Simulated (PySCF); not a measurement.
All values below come from TPSSh-D3(BJ)/def2-TZVP // TPSS-D3(BJ)/def2-SVP run with PySCF 2.14.0. Isolated molecules, 0 K electronic values unless said otherwise. 

Reference species: [Hf(Br)4] (neutral, multiplicity 1).

```yaml
mean_distance_from_the_central_atom_to_its_bonded_neighbours: 2.486 Å
coordination_number: 4
HOMO: -8.27 eV
```

After one change: the mean distance from the central atom to its bonded neighbours falls by 0.321 Å; the coordination number is nearly the same; the HOMO increases by 0.09 eV.

Q: Which change was made? The new species is one of these.
A) [Hf(Br)2(H)2]
B) [Hf(Br)(H)3]
C) [Hf(Br)3(H)]

A: A, [Hf(Br)2(H)2]
